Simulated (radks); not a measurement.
Question: Co0.5+, 26.5 electrons, occupied as [Ar] 3d(up 4.25, down 4.25) (fractional occupations, a model configuration). All-electron calculation, non-relativistic Kohn-Sham, PBE, spin-polarised, spherical densities, point nucleus. Program: a radial shooting solver on a logarithmic mesh with Libxc functionals. Some entries of the table are withheld. Estimate them.

| orbital | occ. | eigenvalue (eV) | <r> (bohr) |
|---|---|---|---|
| 1s | 2 | -7512.767 | 0.05691 |
| 2s | 2 | (1) | (2) |
| 2p | 6 | -762.5521 | 0.2262 |
| 3s | 2 | -96.5942 | 0.7883 |
| 3p | 6 | -61.9912 | 0.8298 |
| 3d | 8.5 | -6.3976 | 1.217 |

Answer: 
(1) 2s eigenvalue (eV): -878.8423
(2) 2s <r> (bohr): 0.2587
